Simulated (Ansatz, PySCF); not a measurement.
Reaction (SMILES): CC[Se]C[Se]C [methylselanylmethylselanylethane] + 5 [H][H] (H2) -> 4 C (CH4) + 2 [SeH2] (H2Se)
Geometries: B3LYP-D3(BJ)/def2-TZVP minima from Ansatz (an electronic-structure program), one conformer each, not searched for the lowest.

Quantity: energy of full hydrogenation (enthalpy at 298 K, with B3LYP-D3(BJ) rigid-rotor harmonic-oscillator terms from PySCF), in kcal/mol. Correlated levels leave the core frozen unless marked. Spin-orbit coupling is left out. The frozen core is the preceding noble-gas configuration, with the filled d and f shells of earlier blocks. No relativistic terms. CBS(X,Y): correlation extrapolated as X^-3; Hartree-Fock from the larger set.

| level | program | energy of full hydrogenation (kcal/mol) |
|---|---|---|
| BLYP-D3(BJ)/def2-TZVPD | Ansatz + dftd3 | -64.3 |
| BLYP-D4/def2-TZVPD | Ansatz + dftd4 | -63.8 |
| revPBE/def2-TZVPD | Ansatz | ? |
| r2SCAN-D3(BJ)/def2-TZVPD | Ansatz + dftd3 | -68.9 |
| B97M-V/def2-TZVPD | Ansatz | -79.2 |
| wB97M-V/def2-TZVPD | Ansatz | -71.2 |
| RPA@PBE/cc-pVTZ | Ansatz | ? |
| SCS-MP2/6-31G | Ansatz | -51.8 |
| CCSD/STO-3G | Ansatz | -41.0 |
| CCSD(T)/CBS(cc-pVTZ,cc-pVQZ) | Ansatz | -69.0 |

Q: Some entries are withheld; supply them.

A: 
- revPBE/def2-TZVPD, energy of full hydrogenation (kcal/mol): -73.1
- RPA@PBE/cc-pVTZ, energy of full hydrogenation (kcal/mol): -69.4
